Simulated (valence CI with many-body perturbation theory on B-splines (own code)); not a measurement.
## Energy levels of Au⁵⁷⁺

Method: configuration interaction combined with many-body perturbation theory (CI+MBPT): four valence electrons over a frozen Dirac-Fock core [Ar], radial functions for each j: 7 s, 7 p, 8 d, 6 f, 4 g, 1 h, with the one-electron correlation potential Σ1 (screened to all orders), the two-electron term Σ2, the three-electron term Σ3, Breit, model QED; selected single and double excitations, second order for the rest, scaled by the run's own slope (own B-spline code, finite nucleus).

The last digits are not significant, and no measured levels were compared; by estimate large intervals hold to a few tenths of a per cent, small ones and those within an open d or f shell to about a per cent. Excitations out of the core, of the other parity, are not computed and may begin above about 263 eV (a cautious bound); beyond it only levels of the ground parity were kept, without lifetimes. Only levels of the ground parity were solved; by the run's estimate the other parity begins above the list, which can be wrong where configurations are misplaced.

Levels 1 to 34 of 34, with energies above the lowest level, (3d3/2^4) J=0. "Leading %" is the weight of the configuration and term that name the level; weights of strongly mixed levels are sums over their largest components and can fall short. In the jj column 3d3/2^4 stands for four electrons in 3d with j = 3/2. Lifetimes count E1, E2, E3, M1 and M2 decay at the calculated energies, and are blank where another channel may lead or the interval is too uncertain; long ones can be off by a factor of two.

| No. | Configuration | Term | J | E (× 10³ cm⁻¹) | Leading % | Lifetime | Leading jj | Second component |
| --- | --- | --- | --- | --- | --- | --- | --- | --- |
| 1 | 3d4 | 3P | 0 | 0.00 | 61 |  | 3d3/2^4 (99 %) | 24 % 3d4 5D |
| 2 | 3d4 | 5D | 1 | 724.66 | 55 | 111 ns | 3d3/2^3 3d5/2 (99 %) | 45 % 3d4 3P |
| 3 | 3d4 | 3F | 4 | 826.48 | 28 |  | 3d3/2^3 3d5/2 (99 %) | 25 % 3d4 1G |
| 4 | 3d4 | 5D | 2 | 860.59 | 28 | 29.8 μs | 3d3/2^3 3d5/2 (97 %) | 19 % 3d4 1D |
| 5 | 3d4 | 3F | 3 | 888.68 | 31 |  | 3d3/2^3 3d5/2 (98 %) | 20 % 3d4 3G |
| 6 | 3d4 | 5D | 0 | 1525.0 | 68 | 48.2 ns | 3d3/2^2 3d5/2^2 (99 %) | 24 % 3d4 1S |
| 7 | 3d4 | 5D | 2 | 1525.2 | 57 | 65.7 ns | 3d3/2^2 3d5/2^2 (98 %) | 13 % 3d4 3P |
| 8 | 3d4 | 3H | 4 | 1548.2 | 40 | 109 ns | 3d3/2^2 3d5/2^2 (99 %) | 34 % 3d4 5D |
| 9 | 3d4 | 5D | 3 | 1567.2 | 49 | 112 ns | 3d3/2^2 3d5/2^2 (97 %) | 29 % 3d4 3G |
| 10 | 3d4 | 3H | 5 | 1595.4 | 66 | 230 ns | 3d3/2^2 3d5/2^2 (100 %) | 34 % 3d4 3G |
| 11 | 3d4 | 1I | 6 | 1618.7 | 55 |  | 3d3/2^2 3d5/2^2 (100 %) | 45 % 3d4 3H |
| 12 | 3d4 | 3D | 1 | 1647.4 | 44 | 118 ns | 3d3/2^2 3d5/2^2 (98 %) | 39 % 3d4 3P |
| 13 | 3d4 | 3F | 3 | 1668.8 | 45 | 171 ns | 3d3/2^2 3d5/2^2 (99 %) | 22 % 3d4 3D |
| 14 | 3d4 | 3G | 4 | 1673.8 | 52 | 600 ns | 3d3/2^2 3d5/2^2 (99 %) | 41 % 3d4 1G |
| 15 | 3d4 | 3F | 2 | 1692.6 | 33 | 379 ns | 3d3/2^2 3d5/2^2 (98 %) | 29 % 3d4 3P |
| 16 | 3d4 | 3F | 2 | 1804.8 | 53 | 98.9 ns | 3d3/2^2 3d5/2^2 (98 %) | 27 % 3d4 3P |
| 17 | 3d4 | 3F | 4 | 1851.6 | 65 | 360 ns | 3d3/2^2 3d5/2^2 (99 %) | 29 % 3d4 1G |
| 18 | 3d4 | 1D | 2 | 1968.2 | 47 | 1.79 μs | 3d3/2^2 3d5/2^2 (97 %) | 28 % 3d4 3P |
| 19 | 3d4 | 1S | 0 | 2118.7 | 51 | 364 ns | 3d3/2^2 3d5/2^2 (92 %) | 49 % 3d4 3P |
| 20 | 3d4 | 5D | 4 | 2349.4 | 41 |  | 3d3/2 3d5/2^3 (98 %) | 24 % 3d4 3H |
| 21 | 3d4 | 3F | 3 | 2362.2 | 41 |  | 3d3/2 3d5/2^3 (98 %) | 34 % 3d4 5D |
| 22 | 3d4 | 3D | 1 | 2408.2 | 46 |  | 3d3/2 3d5/2^3 (99 %) | 29 % 3d4 3P |
| 23 | 3d4 | 3G | 5 | 2414.1 | 66 |  | 3d3/2 3d5/2^3 (100 %) | 34 % 3d4 3H |
| 24 | 3d4 | 3H | 6 | 2417.0 | 55 |  | 3d3/2 3d5/2^3 (100 %) | 45 % 3d4 1I |
| 25 | 3d4 | 3F | 2 | 2489.1 | 46 |  | 3d3/2 3d5/2^3 (98 %) | 37 % 3d4 3P |
| 26 | 3d4 | 3D | 3 | 2505.6 | 37 |  | 3d3/2 3d5/2^3 (99 %) | 30 % 3d4 1F |
| 27 | 3d4 | 1S | 0 | 2572.0 | 71 |  | 3d3/2 3d5/2^3 (90 %) | 24 % 3d4 3P |
| 28 | 3d4 | 3F | 3 | 2641.0 | 63 |  | 3d3/2 3d5/2^3 (100 %) | 33 % 3d4 1F |
| 29 | 3d4 | 1G | 4 | 2643.1 | 63 |  | 3d3/2 3d5/2^3 (99 %) | 24 % 3d4 3F |
| 30 | 3d4 | 3P | 1 | 2645.8 | 87 |  | 3d3/2 3d5/2^3 (99 %) | 10 % 3d4 3D |
| 31 | 3d4 | 1D | 2 | 2678.8 | 57 |  | 3d3/2 3d5/2^3 (95 %) | 26 % 3d4 3P |
| 32 | 3d4 | 3F | 4 | 3234.0 | 45 |  | 3d5/2^4 (99 %) | 21 % 3d4 1G |
| 33 | 3d4 | 1D | 2 | 3322.9 | 30 |  | 3d5/2^4 (97 %) | 25 % 3d4 3D |
| 34 | 3d4 | 3P | 0 | 3539.8 | 57 |  | 3d5/2^4 (96 %) | 40 % 3d4 1S |

The ionisation energy to 3d3 4F_3/2 of the next ion comes out as 5847.2 eV (NIST: 5846 ± 6 eV (theoretical)). All 34 levels together are meant to be complete up to 2122.3 × 10³ cm⁻¹.
